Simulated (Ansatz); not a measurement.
Mulliken charges of C3H4SSi, SMILES `C#CC1[SiH2]S1` from B3LYP/def2-TZVPP in Ansatz (PBE0-D4/def2-TZVP geometry).

```
atom   x (Å)   y (Å)   z (Å)  charge (e)
  C1  -0.266   2.287   0.530       0.094
  C2  -0.012   1.248  -0.019      -0.342
  C3   0.269   0.008  -0.663      -0.214
 Si4  -0.125  -1.614   0.154       0.355
  S5   1.815  -0.899  -0.093      -0.195
  H6  -0.484   3.209   1.014       0.256
  H7   0.213   0.039  -1.749       0.135
  H8  -0.584  -2.739  -0.689      -0.048
  H9  -0.736  -1.584   1.498      -0.039
```

**Question.** By hand: the dipole of these point charges (1 e Å = 4.8032 D).

**Answer.** Σ q r = (-0.515, 0.409, 0.269) e Å, of length 0.711 e Å = 3.42 D.

**Question.** How does the dipole of the full density compare? (Estimate.)

**Answer.** Ansatz gave: (-0.309, -0.169, -0.023) e Å, 1.70 D; the point charges give 2.01 times that, at 70° from its direction.

Point charges leave out the atoms' own dipoles, such as those of lone pairs, and Mulliken's split depends on the basis, so the two needn't agree.

B3LYP here is the variant with VWN-RPA as its local correlation; programs differ in this.
